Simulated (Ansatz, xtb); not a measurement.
## A geometry optimisation of AlHOSeSi with r2SCAN-D4/def2-SVP

The starting geometry of this gas-phase singlet was built from a drawn formula by distance geometry and a force field; its bonds are those of `O=[Si]1[AlH][Se]1`.

```xyz
5

Al   -3.2001    0.3088    0.4141
O    -2.3519   -2.7298   -1.5868
Se   -2.2120    0.9567   -1.5964
Si   -2.2182   -1.2612   -1.0915
H    -4.4239    0.3354    1.4648
```

Task: Predict what becomes of its bonds when it is optimised with r2SCAN-D4/def2-SVP.

Result: It keeps its bonds, and is `O=[Si]1[AlH][Se]1`.

The energy falls by 0.71 eV over 10 steps:

| step | E − E(last) (eV) |
| --- | --- |
| 1 | 0.710 |
| 2 | 0.308 |
| 3 | 0.128 |
| 4 | 0.036 |
| 5 | 0.004 |
| 6 | 0.000 |
| 7 | 0.000 |
| 8 | 0.000 |
| 9 | 0.000 |
| 10 | 0.000 |

Final geometry (Å):

| atom | x (Å) | y (Å) | z (Å) |
| --- | --- | --- | --- |
| Al | -3.4529 | 0.1227 | 0.3772 |
| O | -1.9537 | -2.6610 | -1.8265 |
| Se | -2.2582 | 0.8480 | -1.4813 |
| Si | -2.4874 | -1.4425 | -1.0500 |
| H | -4.2540 | 0.7426 | 1.5849 |

From the same start GFN2-xTB ends elsewhere, differing in Se3–Si4 (4.04 against 2.34 Å here).

The end wasn't checked by frequencies. Run with Ansatz 0.2.0, 25 s on 2 threads of AMD EPYC 7R43 64-Core Processor (Zen 3), with other jobs on the host.
